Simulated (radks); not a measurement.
Q: Excited configurations of Kr: one electron is placed in a higher orbital outside [Ar] 3d10 4s2 4p5. The ground configuration is [Kr]. Calculated with a radial shooting solver on a logarithmic mesh with Libxc functionals: Dirac Kohn-Sham, PBE, spin-unpolarised, spherical densities, finite nucleus; open shells fill j = l - 1/2 first; Fermi nuclear charge, rms radius 4.1884 fm. Excitation = E - E(ground); binding = E(ion) - E, where the ion is the core of charge +1; n* = 1/sqrt(2 binding) in atomic units, and the quantum defect is n - n*.

outer orbital  excitation (eV)  binding (eV)     n*  quantum defect  eigenvalue (eV)  <r> (bohr)
4f5/2                   13.149         0.909  3.869           0.131           -0.436       17.44
5s1/2                   10.054         4.004  1.843           3.157           -2.163       5.437
5p1/2                   11.470         2.588  2.293           2.707           -1.329       7.377
5d3/2                   12.803         1.255  3.293           1.707           -0.656       14.49
5f5/2                   13.432         0.626  4.663           0.337           -0.366       29.55
6s1/2                   12.229         1.829  2.728           3.272           -1.101       11.87
7s1/2                   13.013         1.045  3.608           3.392           -0.665       21.04
7p1/2                   13.208         0.850  4.002           2.998           -0.536       25.27
7f5/2                   13.718         0.340  6.328           0.672           -0.224       61.84

Estimate the row for 6p1/2.

A: excitation (eV) 12.679; binding (eV) 1.379; n* 3.141; quantum defect 2.859; eigenvalue (eV) -0.810; <r> (bohr) 14.98. The Delta-SCF ionisation energy is 14.058 eV (NIST Atomic Spectra Database: 14.000 eV, measured). Self-interaction in the functional shifts the binding energies and quantum defects, so they are the method's values and not measured ones. Spin polarisation and multiplet splitting are left out, so open shells lie too high by an amount that depends on their filling.

Beside tabulated values, note that spin-unpolarised runs miss the spin-polarisation part of the exchange energy of open shells.
